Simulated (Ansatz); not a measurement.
Born–Oppenheimer molecular dynamics of ClFH₆O₂SiTi (12 atoms, charge 0, multiplicity 1). It starts at the highest image of a converged band. Of that band: The profile has 2 maxima (images 2, 6) with wells between them (image 3): this band takes more than one step, which may be the mechanism or a detour left from its start path. A vibrational analysis at the climbing image gives one clearly imaginary mode, 234i cm⁻¹: a first-order saddle point.

All numbers below come from RKS PBE/def2-SVP (Ansatz 0.2.0).

```yaml
ensemble: NVE (velocity Verlet)
time_step: 0.5 fs
steps_asked: 200
starting_velocities_drawn_for: 100 K
seed: 4611
```

First frame:

```xyz
12
Properties=species:S:1:pos:R:3
Ti 0.142 0.215 -0.102
Cl 1.965 -0.674 2.354
O 1.456 -0.596 -0.973
H 1.646 -1.204 -1.706
O -0.848 1.076 -1.313
H -1.753 1.407 -1.159
F -0.996 -0.706 0.877
Si 0.902 2.472 1.012
H 1.653 2.335 2.338
H 1.849 3.261 0.135
H -0.246 3.402 1.341
H 1.938 0.628 2.548
```

How far do the bonds stretch over the last three quarters of this one trajectory? (Pairs bonded in most of those frames.)


```tsv
bond	mean (Å)	spread (Å)	shortest	longest
Ti1–Cl2	3.128	0.013	3.12	3.16
Ti1–O3	1.792	0.019	1.76	1.83
Ti1–O5	1.776	0.007	1.76	1.79
Ti1–F7	1.762	0.008	1.75	1.78
Ti1–Si8	2.630	0.011	2.61	2.65
Cl2–H12	1.317	0.030	1.27	1.36
O3–H4	0.977	0.009	0.96	0.99
O5–H6	0.975	0.007	0.96	0.99
Si8–H9	1.533	0.009	1.52	1.55
Si8–H10	1.515	0.019	1.48	1.54
Si8–H11	1.515	0.021	1.48	1.55
```

Mean temperature of the second half: 64 K. The conserved energy stayed within 0.06 meV per atom of its start (net change 0.025 meV per atom), so the integration is sound. A run of 0.1 ps of so small a system gives no equilibrium averages. The orbitals stay closed-shell, which can raise the energy where a bond breaks towards radicals; this wasn't checked here.

Time of the run: 8.5 min on 4 threads of Arm Neoverse V1, with other jobs on the host, peak memory 0.23 GiB.
